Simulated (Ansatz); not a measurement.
The cluster Cu₃H₃⁺. The state is a doublet with charge 1. Geometry PBE-D4/def2-SVP, that of the neutral singlet; atoms count from 1.

```
atom   x (Å)   y (Å)   z (Å)
 Cu1   1.249  -0.240  -0.425
 Cu2  -0.866   0.646  -0.794
 Cu3  -0.383  -0.406   1.219
  H4   0.540   0.573  -1.719
  H5  -1.761   0.339   0.600
  H6   1.221  -0.912   1.120
```

The structure comes from a short search, and lower isomers may exist.

Problem. Estimate the Mulliken populations from the PBE0/def2-TZVP orbitals of Ansatz.

Solution. 
```json
{"atom": "Cu1", "charge (e)": "0.08", "spin (α − β)": "0.10", "d electrons": "9.82"}
{"atom": "Cu2", "charge (e)": "0.12", "spin (α − β)": "0.29", "d electrons": "9.67"}
{"atom": "Cu3", "charge (e)": "0.12", "spin (α − β)": "0.29", "d electrons": "9.67"}
{"atom": "H4", "charge (e)": "0.25", "spin (α − β)": "0.17", "d electrons": "–"}
{"atom": "H5", "charge (e)": "0.19", "spin (α − β)": "-0.02", "d electrons": "–"}
{"atom": "H6", "charge (e)": "0.25", "spin (α − β)": "0.17", "d electrons": "–"}
```
Mulliken values and Mayer orders depend strongly on the basis.

Problem. Where does the spin sit?

Solution. Summed by element: Cu 0.68, H 0.32, of 1 unpaired in all. Largest on single atoms: Cu2 0.29, Cu3 0.29, H6 0.17.

Problem. And the Mayer bond orders between bonded heavy atoms (over 0.3)?

Solution. Cu1–Cu2 0.55 (2.32 Å); Cu1–Cu3 0.55 (2.32 Å); Cu2–Cu3 0.72 (2.32 Å).
